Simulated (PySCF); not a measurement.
Two species compared at the same levels of theory.

First species: methyl pivalate, C₆H₁₂O₂.
Z-matrix (Å and degrees, GFN2-xTB geometry), rows numbered from 1:
```
C 
O   1  1.4196
C   2  1.3406  1  116.11
O   3  1.2024  2  122.98  1    -0.09
C   3  1.5246  2  111.55  1   179.98
C   5  1.5323  3  108.43  2    59.90
C   5  1.5320  3  108.46  2   -59.60
C   5  1.5275  3  109.04  2  -179.86
H   1  1.0920  2  110.34  3   -60.20
H   1  1.0920  2  110.36  3    59.96
H   1  1.0872  2  106.31  3   179.87
H   6  1.0877  5  109.77  3   179.81
H   6  1.0879  5  110.51  3    60.18
H   6  1.0869  5  110.44  3   -60.15
H   7  1.0876  5  109.79  3  -179.87
H   7  1.0878  5  110.57  3   -60.23
H   7  1.0867  5  110.46  3    60.10
H   8  1.0870  5  110.12  3  -179.99
H   8  1.0869  5  110.37  3   -59.65
H   8  1.0869  5  110.39  3    59.63
```

Second species: C7H10N2Si.
SMILES: `C#CC[Si@@H]1C[C@H](C#N)CN1`

Levels: PBE0/pcSseg-1 for HOMO energy, LUMO energy and HOMO–LUMO gap. Geometries: GFN2-xTB. All species are isolated and taken at one optimised geometry, non-relativistic unless stated. Electronic properties by PySCF.

The conformers computed, where there is a choice (atom-mapped SMILES and torsion angles):
- `[CH3:1][O:2][C:3](=[O:4])[C:5]([CH3:6])([CH3:7])[CH3:8]`: C1–O2–C3–O4 0°, O2–C3–C5–C6 60°

The conformers of `C#CC[Si@@H]1C[C@H](C#N)CN1` aren't listed.

Values for the first species:

| Item | Value |
| --- | --- |
| HOMO energy | -7.76 eV |
| LUMO energy | 0.48 eV |
| HOMO–LUMO gap | 8.24 eV |

Estimate the same properties for the second species, and the change in each.

```csv
property,first,second,second less first
HOMO energy,-7.76 eV,-6.99 eV,+0.77 eV
LUMO energy,0.48 eV,0.49 eV,+0.01 eV
HOMO–LUMO gap,8.24 eV,7.48 eV,-0.76 eV
```

